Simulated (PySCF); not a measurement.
The dipole of `Cc1cc(C)nnn1` (4,6-dimethyl-1,2,3-triazine) from its density and from atomic charges.

Coordinates (GFN2-xTB, Å) and charges (e) from the PBE0/pcSseg-1 density (PySCF):

| atom | x | y | z | Mulliken | IAO | Hirshfeld | ESP-fitted |
| --- | --- | --- | --- | --- | --- | --- | --- |
| C1 | -2.545 | -0.118 | 0.210 | -0.1638 | -0.4398 | -0.1143 | -0.7771 |
| C2 | -1.147 | 0.381 | 0.075 | +0.0598 | +0.1541 | +0.0787 | +1.1925 |
| C3 | -0.045 | -0.467 | 0.021 | -0.1530 | -0.1951 | -0.0492 | -1.1545 |
| C4 | 1.197 | 0.149 | -0.105 | +0.0595 | +0.1541 | +0.0787 | +1.2199 |
| C5 | 2.475 | -0.615 | -0.175 | -0.1640 | -0.4396 | -0.1143 | -0.7625 |
| N6 | 1.273 | 1.480 | -0.168 | -0.2784 | -0.1884 | -0.1123 | -0.6085 |
| N7 | 0.209 | 2.203 | -0.113 | -0.0142 | -0.0134 | -0.0451 | +0.0704 |
| N8 | -0.971 | 1.701 | 0.003 | -0.2786 | -0.1884 | -0.1123 | -0.5997 |
| H9 | -2.650 | -0.697 | 1.126 | +0.1399 | +0.1621 | +0.0551 | +0.1951 |
| H10 | -3.230 | 0.724 | 0.233 | +0.1429 | +0.1744 | +0.0544 | +0.1773 |
| H11 | -2.793 | -0.766 | -0.629 | +0.1401 | +0.1622 | +0.0552 | +0.1972 |
| H12 | -0.146 | -1.541 | 0.076 | +0.0867 | +0.1594 | +0.0607 | +0.3009 |
| H13 | 3.308 | 0.076 | -0.266 | +0.1429 | +0.1743 | +0.0543 | +0.1712 |
| H14 | 2.600 | -1.218 | 0.724 | +0.1399 | +0.1620 | +0.0551 | +0.1895 |
| H15 | 2.462 | -1.285 | -1.033 | +0.1401 | +0.1622 | +0.0552 | +0.1884 |

Q: Form Σ q r in debye for every column and set it beside the full dipole.

A: The full density gives (-0.52, -5.44, 0.28) D, 5.48 D in size; dipole vectors point from the negative to the positive end.

```tsv
scheme	μx	μy	μz	size (D)	share of the full size (%)	angle to the full dipole (°)
Mulliken	-0.58	-6.09	0.31	6.13	112	0
IAO	-0.40	-4.24	0.21	4.27	78	0
Hirshfeld	-0.27	-2.77	0.14	2.79	51	0
ESP-fitted	-0.50	-5.34	0.27	5.37	98	0
```

Q: Which set comes closest?

A: Length of the difference vector: ESP-fitted 0.10 D, Mulliken 0.65 D, IAO 1.21 D, Hirshfeld 2.69 D. Closest: ESP-fitted. ESP charges are fitted to the potential around the molecule, whose slowest-falling term is the dipole's. 

Q: What is left for the Hirshfeld atoms' own dipoles?

A: The shares of the density sum to the whole, so what Σ q r misses lies in dipoles about the nuclei. The atomic dipoles sum to (-0.52, -5.44, 0.28) − (-0.27, -2.77, 0.14) = (-0.25, -2.67, 0.14) D, 2.69 D in size.

Q: With the origin at the mean of the coordinates, (0.000, 0.001, -0.001) Å, which are the largest single terms, by size, of the Mulliken dipole along the direction of the full one?

A: N8 +2.14, N6 +2.14, H14 +0.67, H9 +0.67, H11 +0.67 D; all 15 atoms together +6.13 D. The single terms depend on the origin, their sum doesn't.

Q: Give the size of the full dipole in other units.

A: 5.48 D = 2.154 au = 1.140 e·Å = 18.26 × 10⁻³⁰ C·m.

Isolated species at its GFN2-xTB geometry, gas phase.

These values come from a run that also computed NMR shieldings. The run took 33 s on one thread of an Arm Neoverse N1, on a shared host, and the process peaked at 0.71 GiB of memory.
